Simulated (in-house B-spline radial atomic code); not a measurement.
Results of a calculation; reference values are marked as such.
## Cl in an electron gas of r_s = 2.4: phase shifts, screening, friction and resistivity

A nucleus sits in a uniform electron gas with a rigid positive background. The Kohn-Sham equations are solved self-consistently in the spin-unpolarised LDA (PW92), non-relativistic, on B-splines with outgoing waves at the boundary and partial waves to l = 8. The model has no lattice, no bands and no magnetic solution. Atomic units; δ_l are the phase shifts at the Fermi level, counted so that each bound state adds π, and good to about 0.0005.

The density parameter is r_s = 2.4 bohr, near that of the valence electrons of In (3 per atom, density 7.31 g/cm³, mass 114.82 u, which gives r_s = 2.41).

```
l  δ_l (rad)
0     8.0354
1     5.4690
2     0.4021
3     0.0312
4     0.0033
5     0.0007
6     0.0001
7     0.0002
8     0.0001
```

Bound levels below the band bottom (hartree): s -99.96, s -8.811, p -6.66, s -0.4603, p -0.0568.

(1) Check the Friedel sum rule, and say where the screening charge sits.

(2) Find the transport cross section and the electronic stopping of a 10 keV Cl ion (mass 35.45 u).

(3) What residual resistivity would 1 atomic per cent of such centres give in In?

(4) On a substitutional site the background of one host ion, a sphere holding 3 charges, is taken out. The phase shifts for l = 0 to 4 become 7.6026, 5.0764, -0.0964, -0.0384, -0.0078. What follows?

## Answers

(1) k_F = (9π/4)^(1/3)/r_s = 0.79965. The rule is Z = (2/π) Σ (2l + 1) δ_l. The terms are s 5.115, p 10.445, d 1.280, f 0.139 and 0.028 beyond, in all 17.007 against Z = 17. Bound states hold 6 s, 12 p, 0 d electrons, so the scattering states carry -0.99 in all; where a term is smaller than its bound count, the bound level has drawn weight out of the band.

(2) σ_tr = (4π/k_F²) Σ (l + 1) sin²(δ_l − δ_(l+1)). The terms for l = 0 to 3 are 0.2959, 1.7590, 0.3941, 0.0031, all together 2.4522, so σ_tr = 19.652 × 2.4522 = 48.191 bohr². With n = 3/(4π r_s³) = 0.01727, the friction coefficient is Q = n k_F σ_tr = 0.6655. For v well below v_F = 0.800, dE/dx = Q v; with 24801 eV per u at v = 1, v = √(10000/(24801 × 35.45)) = 0.1066, so dE/dx = 0.07097 hartree/bohr = 36.5 eV/nm. The largest term couples the p and d waves.

(3) Δρ = k_F n_i σ_tr/n in atomic units of 21.74 μΩ·cm. With one host atom per 3 electrons, n_i/n = 0.01/3, so Δρ = 0.7996 × 0.00333 × 48.191 × 21.74 = 2.79 μΩ·cm. This is an atom added to the gas, as on an interstitial site.

(4) The Friedel sum is now 14.01, for Z − 3 = 14. The sum in σ_tr is 1.9525, so σ_tr = 38.37 bohr² and Δρ = 2.22 μΩ·cm per atomic per cent, 0.80 times the value above. A real host ion scatters too, so this model doesn't give zero even for the host's own atom.
